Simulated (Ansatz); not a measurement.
# Worked example: CHFO + C2H7MgN → CH3NO + C2H5FMg

Species: CHFO `O=CF`, singlet; C2H7MgN `C[CH2][Mg][NH2]`, singlet; CH3NO (formamide) `NC=O`, singlet; C2H5FMg `C[CH2][Mg][F]`, singlet. The partners trade F for NH2: C–F and Mg–NH2 bonds give way to C–NH2 and Mg–F.

Shapes, held fixed at every level: PBE0-D4/def2-TZVP. Flexible molecules stand in one conformer, not always the lowest. Programs: Ansatz 0.2.0. The zero-point and thermal change to 298 K, harmonic and unscaled (PBE0-D4/def2-TZVP), is +5.6 kJ/mol.

At CCSD(T)/def2-TZVPP; 1 Eh = 2625.50 kJ/mol:

```
species  energy (Eh)
   CHFO  -213.505427
C2H7MgN  -334.771719
  CH3NO  -169.647700
C2H5FMg  -378.687830
```

Problem. Work out ΔH(298 K) of the reaction at this level.

Solution. 
1. Products less reactants: (-169.647700) + (-378.687830) − [(-213.505427) + (-334.771719)] = -0.058384 Eh = -153.3 kJ/mol.
2. With the thermal change: -153.3 + (+5.6) = -147.7 kJ/mol.

Other levels give -167.6 (MP2/def2-SVP) to -149.4 kJ/mol (CCSD/def2-TZVPP). No measured value is set beside it here. Outer-core shells of Mg are correlated in most correlated rows, in sets that cover them unevenly. The median of the other levels is -159.4 kJ/mol.
